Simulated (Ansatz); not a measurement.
Program: Ansatz 0.2.0.

Basis-set series for F$_{2}$H$_{3}$OScSi, SMILES `[F][Sc]([F])[O][SiH3]`. Total charge 0; spin multiplicity 1. All single points use the PBE0-D4/def2-TZVP geometry. It is one conformer, not always the lowest.

```
functional       basis  functions  energy (Eh)  HOMO (eV)  LUMO (eV)
   PBE0-D4  def2-TZVPP        241  -1326.74722      -8.84      -2.42
   PBE0-D4  def2-QZVPP        424  -1326.78742      -8.84      -2.40
   ωB97M-V  def2-TZVPP        241  -1327.19161     -11.14      -0.88
   ωB97M-V  def2-QZVPP        424  -1327.22873     -11.14      -0.87
```

Give the rows for def2-SVP. (Estimate.)

The calculation gave: 
```tsv
functional	basis	functions	energy (Eh)	HOMO (eV)	LUMO (eV)
PBE0-D4	def2-SVP	106	-1326.19830	-8.69	-2.25
ωB97M-V	def2-SVP	106	-1326.63536	-10.95	-0.59
```

Scalar relativity is left out up to krypton.
